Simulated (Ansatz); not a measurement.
Gas-phase electronic energies from Ansatz, PBE0-D4/def2-TZVP geometries. CCSD(T)/CBS is the MP2 limit (def2-TZVPP, def2-QZVPP) plus CCSD(T) − MP2 in def2-TZVPP, frozen cores. DFT in def2-TZVPP. B3LYP here is the variant with VWN-RPA as its local correlation; programs differ in this. For Ge outer-core shells are correlated without core-valence functions, which leaves a few kJ/mol of doubt a bond. Scalar relativity is left out up to krypton. Each species was taken in one conformer, which may not be the lowest.

`CBN(C)[SiH3]` + `[SH][GeH3]` → `CB[S][GeH3]` + `CN[SiH3]`  (ligand exchange at a B–N bond)

```tsv
level	ΔE (kJ/mol)
PBE-D4	37.9
PBE	36.0
B3LYP	40.5
HF/def2-TZVPP	39.2
SCS-MP2/def2-TZVPP	43.2
HF/def2-QZVPP	40.3
MP2/def2-QZVPP	41.5
CCSD/CBS(def2)	43.2
```

**Question.** What does CCSD(T)/CBS give? (Best estimate.)

**Answer.** Computed: +43.1 kJ/mol. The listed levels differ from it by -5.2, -7.1, -2.6, -3.9, 0.1, -2.8, -1.6, 0.1 kJ/mol.

Largest T1 diagnostic among the species: 0.013.

In def2-TZVPP, CCSD(T) changes the Hartree–Fock value by +5.8 kJ/mol (the triples alone add −0.1 kJ/mol) and MP2 by +3.0 kJ/mol.

CCSD(T)/CBS has its own doubt, a few kJ/mol and more with outer-core shells, so smaller differences from it don't rank the levels.
